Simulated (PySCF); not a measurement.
`FC1=CC(F)=C(F)C=C1`. Computed geometry: GFN2-xTB, gas phase.

```
atom  x, y, z in Å
F1    -2.4360   -1.2043    0.0148
C2    -1.2380   -0.5987    0.0062
C3    -1.1791    0.7834   -0.0353
C4     0.0590    1.4004   -0.0455
C5     1.2115    0.6346   -0.0130
F6     2.4085    1.2399   -0.0227
C7     1.1321   -0.7537    0.0303
F8     2.2479   -1.4934    0.0638
C9    -0.0989   -1.3840    0.0394
H10   -2.0893    1.3599   -0.0583
H11    0.1458    2.4744   -0.0782
H12   -0.1623   -2.4592    0.0725
```

Problem. Give the dihedral angles C4–C5–C7–C9, C2–C3–C4–C5, C3–C2–C9–C7.

Solution. C4–C5–C7–C9 0° (synperiplanar); C2–C3–C4–C5 0° (synperiplanar); C3–C2–C9–C7 0° (synperiplanar). Dihedral signs follow IUPAC: positive where, seen along the central bond, the front bond turns clockwise onto the rear one.

Problem. Work out the bond lengths C2–C9, C4–C5, C4–H11, C7–F8 in pm.

Solution. For C2–C9 the difference vector is (1.1391, -0.7853, 0.0332) Å, of length 1.3840 Å. C2–C9 138.4; C4–C5 138.4; C4–H11 107.8; C7–F8 133.9 pm.

Problem. How far apart are these pairs, which share no bond: C2···C5, C3···H11, C4···H12, C5···C9, C5···H10, F8···C9?

Solution. C2···C5 2.743 Å (3 bonds apart); C3···H11 2.149 Å (2 bonds apart); C4···H12 3.868 Å (4 bonds apart); C5···C9 2.407 Å (2 bonds apart); C5···H10 3.380 Å (3 bonds apart); F8···C9 2.349 Å (2 bonds apart).

Problem. What is the repulsion energy of the bare nuclei, Σ ZA·ZB/RAB?

Solution. 427.36 Eh over 66 pairs, with full nuclear charges and distances in bohr; the largest single term is 21.34 Eh (C7 with F8).

Problem. What are the angles C3–C2–C9, C3–C4–H11, F6–C5–C7, F8–C7–C9, C5–C7–C9, C7–C9–H12?

Solution. From the scalar product of the two bond vectors; for C3–C2–C9 it is -1.0196 Å² over 1.3840 × 1.3840 Å², cos θ = -0.5324. C3–C2–C9 122.2°; C3–C4–H11 121.1°; F6–C5–C7 120.1°; F8–C7–C9 119.3°; C5–C7–C9 120.4°; C7–C9–H12 120.5°.

Problem. How far are the heavy atoms from their best plane (unweighted least squares)?

Solution. 0.001 Å rms; none is more than 0.001 Å off.

Problem. Write the matrix of distances between heavy atoms (Å, lower triangle).

Solution. 
```
F1    0.000
C2    1.342  0.000
C3    2.352  1.384  0.000
C4    3.607  2.384  1.383  0.000
C5    4.085  2.743  2.395  1.384  0.000
F6    5.426  4.084  3.617  2.355  1.341  0.000
C7    3.596  2.375  2.776  2.408  1.391  2.368  0.000
F8    4.693  3.599  4.116  3.630  2.368  2.739  1.339  0.000
C9    2.344  1.384  2.423  2.790  2.407  3.630  1.383  2.349  0.000
```

No GFN2-xTB frequencies stand behind this structure, so it isn't proved a minimum.
